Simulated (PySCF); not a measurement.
Multinuclear NMR of 1,1,1-trifluoro-2,2,2-trichloroethane

Cartesian coordinates in Å; atom numbers follow the order of the lines, from 1:
```xyz
8

F    -0.7656    1.3380   -0.8890
C    -0.7516    0.1817   -0.2405
F    -1.5476    0.2793    0.8155
F    -1.2297   -0.7580   -1.0439
C     0.6974   -0.1717    0.2057
Cl    1.7077   -0.2937   -1.2284
Cl    1.2824    1.1066    1.2621
Cl    0.6581   -1.7067    1.0620
```

Computed data (PySCF 2.14): geometry: PBE0-D3(BJ)/def2-TZVP, GIAO B97-2/pcSseg-2 shieldings. Rapidly exchanging positions averaged, no relativistic terms, in vacuum, single conformer.

Predict the ¹⁹F NMR data.

Results:


| atoms | environment | σ (ppm) | δ (ppm) |
| --- | --- | --- | --- |
| F1/F3/F4 | fluorine of a CF3 group | 268.3 | -81.7 |

Shieldings were converted by a linear fit to measured shifts: ¹⁹F (scatter 4.2 ppm rms, 5.7 ppm with the 8 outliers that the fit left out vs CFCl3, solution or neat liquid, with a term for F on sp3 carbon). A few per cent of atoms miss by over 2 rms, more outside the fitted compound classes.

On a 300 MHz spectrometer ¹⁹F resonates near 282.3 MHz, so 1 ppm is 282.3 Hz.
